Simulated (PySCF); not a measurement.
Computed IR spectrum (relative IR intensity) of a molecule C4H7O2, multiplicity 2. Coordinates come from a B3LYP-D3(BJ)/def2-SVP optimisation. The values are those of a single conformer. Calculation: B3LYP-D3(BJ)/def2-SVP run with PySCF 2.14.0. Frequencies are harmonic and unscaled.

Lines under 2 % of the strongest are left out, and lines within 2 cm⁻¹ are merged.

| ν (cm⁻¹) | relative intensity |
|---|---|
| 219 | 2.4 |
| 252 | 15 |
| 392 | 2.2 |
| 501 | 14 |
| 555 | 7.0 |
| 756 | 21 |
| 867 | 6.7 |
| 896 | 51 |
| 918 | 30 |
| 972 | 23 |
| 1047 | 6.5 |
| 1075 | 11 |
| 1169 | 72 |
| 1228 | 24 |
| 1266 | 60 |
| 1293 | 92 |
| 1313 | 14 |
| 1347 | 2.3 |
| 1382 | 34 |
| 1410 | 21 |
| 1427 | 5.1 |
| 1471 | 18 |
| 2850 | 100 |
| 2966 | 63 |
| 3023 | 54 |
| 3090 | 26 |
| 3100 | 31 |
| 3114 | 28 |
| 3181 | 23 |

Q: Which structure fits?
A) [CH2]COC(C)=O
B) C[CH]OC(C)=O
C) C[C](C)C(=O)O
D) [CH]1COCCO1

A: D, [CH]1COCCO1
